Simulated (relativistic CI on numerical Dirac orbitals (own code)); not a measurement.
Charge states of promethium

Method of calculation: Dirac-Coulomb-Breit CI, orbitals from a KLI potential per configuration, a model potential for QED, valence Slater integrals scaled by 0.9 (own radial code, finite nucleus).

Each species is treated in one configuration, given outside its closed core. Radial values are for the open shell of highest l, unscaled and averaged over j; ζ includes the Breit term. Labels give the leading LS character, summed over repeated terms.

```tsv
Ion	Configuration	Its lowest level	LS weight (%)	Next level	E (cm⁻¹)	⟨r⟩ (bohr)	⟨r²⟩ (bohr²)	g_J	g√(J(J+1))
Pm⁴⁹⁺	3s2	1S_0	100						0.00
Pm⁵⁰⁺	3s	2S_1/2	100			0.2319	0.06136	1.990	1.72
Pm⁵¹⁺	2s2.2p6	1S_0	100						0.00
Pm⁵²⁺	2s2.2p5	2P°_3/2	100	2P°_1/2	4.6604e+06	0.08423	0.008631	1.311	2.54
Pm⁵³⁺	2s2.2p4	?	?	?	?	?	?	?	?
Pm⁵⁴⁺	2s2.2p3	J = 3/2 (mixed)	48	4S°_3/2	4.5841e+06	0.08301	0.00837	1.335	2.59
Pm⁵⁵⁺	2s2.2p2	3P_0	69	3P_1	4.6942e+06	0.08241	0.008246		0.00
Pm⁵⁶⁺	2s2.2p	2P°_1/2	100	2P°_3/2	4.9843e+06	0.08184	0.008127	0.633	0.55
Pm⁵⁷⁺	2s2	1S_0	100						0.00
Pm⁵⁸⁺	2s	2S_1/2	100			0.09303	0.01022	1.969	1.70
Pm⁵⁹⁺	1s2	1S_0	100						0.00
```

Fill in the row of Pm⁵³⁺.

Its lowest level 3P_2; LS weight (%) 69; Next level 1S_0; E (cm⁻¹) 354710; ⟨r⟩ (bohr) 0.08361; ⟨r²⟩ (bohr²) 0.008498; g_J 1.322; g√(J(J+1)) 3.24.
